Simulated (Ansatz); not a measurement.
O$_{3}$, charge -1, doublet, geometry from GFN2-xTB (a state made from the parent by changing its charge; the spin is typed, not shown lowest) (a gas-phase anion, which may not be bound at this level); PBE/aug-cc-pVDZ (Ansatz, an electronic-structure program).

Input for Ansatz:
Ansatz 0.2 input:
```yaml
crystal:
  periodic: [false, false, false]
  atoms:
    - {symbol: O, position_ang: [1.13637858, -0.23245903, 0.05644501]}
    - {symbol: O, position_ang: [0.00065138, 0.46397079, -0.01013412]}
    - {symbol: O, position_ang: [-1.13702995, -0.23151176, -0.04631090]}
basis:
  gaussian:
    orbitals: aug-cc-pVDZ
hamiltonian:
  xc: pbe
total_charge: -1
magnetization: {spin_polarized: true, initial_magnetization: 1}
```

### Question
What does Ansatz print? Leave out banner, timings and long lists.

### Answer

```
Functional definition: PBE
501 factors; their error is unknown
mean field evaluation 1: about -6126.3881 eV, gradient 3.9e1 eV
mean field evaluation 2: about -6099.2669 eV, gradient 9.8e1 eV
mean field evaluation 4: about -6131.7855 eV, gradient 7.9e0 eV
mean field evaluation 8: about -6132.0010 eV, gradient 2.3e-2 eV
mean field -6132.00104199 eV, -225.3468818734 hartree, gradient 6.6e-5 eV, S^2 0.752031; 0 other end points of the search recorded, 0 dependent functions left out
reference -6132.00107313 eV, -225.3468830178 hartree; 13, 12 occupied and 56, 57 virtual orbitals, 501 factors
Total energy: -6132.00107313 eV, -225.3468830178 hartree
```
